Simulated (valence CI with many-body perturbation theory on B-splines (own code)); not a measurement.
# Valence orbitals of Si⁹⁺

Calculated by valence CI with perturbative core correlation (CI+MBPT): three valence electrons over a frozen Dirac-Fock core [He], a basis of 11 s, 11 p, 10 d, 8 f, 5 g, 2 h functions for each j, with the one-electron correlation potential Σ1 (screened to all orders), the two-electron term Σ2, the three-electron term Σ3, Breit, model QED; selected single and double excitations, second order for the rest, scaled by the run's own slope (own B-spline code, finite nucleus).

No measured spectrum was set against this ion. As an estimate, levels of excited configurations hold to 0.05 to 0.15 % of their energy, terms of the ground configuration to about 0.5 %.

These are the spectroscopic orbitals of the CI (the correlating ones are not listed), shaped by the core and the other valence electrons. h is the expectation value of the core's Dirac-Fock operator, without the valence repulsion; Σ1 is computed up to l = 3 at one energy for each symmetry, that of its lowest orbital but kept below the first core excitation, so for empty shells it is not the orbital's own correlation shift; Breit and QED include the response of the core.

```csv
Orbital,h (hartree),Σ1 (cm⁻¹),Breit (cm⁻¹),QED (cm⁻¹),⟨r⟩ (bohr)
2s1/2,-19.189,-1023,530,342,0.4925
3s1/2,-8.2927,-231,143,94.4,1.172
4s1/2,-4.585,-84.4,54.5,36.4,2.170
5s1/2,-2.9066,-40.6,26.7,17.9,3.462
6s1/2,-2.0059,-22.7,15.1,10.1,5.053
7s1/2,-1.4673,-14.0,9.3,6.3,6.942
2p1/2,-18.292,-2179,954,-29.4,0.4339
3p1/2,-8.0224,-462,254,-7.7,1.145
4p1/2,-4.4741,-172,101,-3.1,2.165
5p1/2,-2.8503,-83.5,50.1,-1.5,3.482
6p1/2,-1.9734,-46.9,28.5,-0.9,5.098
7p1/2,-1.4469,-29.0,17.8,-0.5,7.011
2p3/2,-18.252,-2145,424,-9.7,0.4352
3p3/2,-8.0107,-455,110,-2.4,1.147
4p3/2,-4.4693,-170,43.2,-1.0,2.168
5p3/2,-2.8478,-82.3,21.4,-0.5,3.485
6p3/2,-1.972,-46.2,12.2,-0.3,5.102
7p3/2,-1.446,-28.6,7.6,-0.2,7.015
3d3/2,-7.8793,-151,5.3,-0.9,1.006
4d3/2,-4.4144,-64.4,2.9,-0.4,2.047
5d3/2,-2.8198,-33.1,1.6,-0.2,3.385
6d3/2,-1.9558,-19.2,1.0,-0.1,5.022
7d3/2,-1.4359,-12.1,0.6,-0.1,6.955
3d5/2,-7.8759,-150,1.5,0.5,1.007
4d5/2,-4.413,-64.1,0.8,0.2,2.048
5d5/2,-2.8191,-32.9,0.4,0.1,3.385
6d5/2,-1.9554,-19.1,0.3,0.1,5.023
7d5/2,-1.4356,-12.0,0.2,0.0,6.956
4f5/2,-4.3827,-10.7,0.0,-0.1,1.792
5f5/2,-2.8051,-6.1,0.0,-0.1,3.138
6f5/2,-1.9477,-3.7,0.0,0.0,4.785
7f5/2,-1.4309,-2.4,0.0,0.0,6.730
4f7/2,-4.382,-10.7,0.0,0.1,1.792
5f7/2,-2.8048,-6.1,0.0,0.1,3.139
6f7/2,-1.9475,-3.7,0.0,0.0,4.786
7f7/2,-1.4307,-2.4,0.0,0.0,6.730
5g7/2,-2.8006,,0.0,0.0,2.749
6g7/2,-1.9449,,0.0,0.0,4.398
7g7/2,-1.429,,0.0,0.0,6.346
5g9/2,-2.8004,,0.0,0.0,2.749
6g9/2,-1.9448,,0.0,0.0,4.399
7g9/2,-1.4289,,0.0,0.0,6.347
6h9/2,-1.9446,,,,3.900
6h11/2,-1.9445,,,,3.900
```

Among the shells of the start configuration 2s2 2p1, Σ1 is largest in size for 2p1/2, where it is 0.054 % of h.

Lowest root of each symmetry, sizes in configuration state functions:

| J | Parity | Roots | Reference | Variational | Second order | Change by selected CI (cm⁻¹) | Change by second order (cm⁻¹) |
| --- | --- | --- | --- | --- | --- | --- | --- |
| 1/2 | even | 26 | 82 | 15076 | 30988 | -3942 | 0 |
| 3/2 | even | 33 | 120 | 24394 | 60597 | -3934 | -1 |
| 5/2 | even | 28 | 121 | 27130 | 80389 | -3928 | -1 |
| 7/2 | even | 14 | 89 | 21945 | 89739 | -7111 | -7 |
| 9/2 | even | 7 | 60 | 17120 | 74932 | -7957 | -4 |
| 11/2 | even | 2 | 26 | 8392 | 30371 | -9578 | -4 |
| 1/2 | odd | 25 | 80 | 15682 | 32036 | -7361 | -1 |
| 3/2 | odd | 34 | 122 | 23315 | 64080 | -7356 | -2 |
| 5/2 | odd | 23 | 116 | 25229 | 83539 | -12978 | -4 |
| 7/2 | odd | 12 | 92 | 22258 | 82760 | -7498 | -2 |
| 9/2 | odd | 3 | 55 | 12024 | 54607 | -7493 | -6 |
| 11/2 | odd | 1 | 29 | 5611 | 19528 | -7878 | -2 |
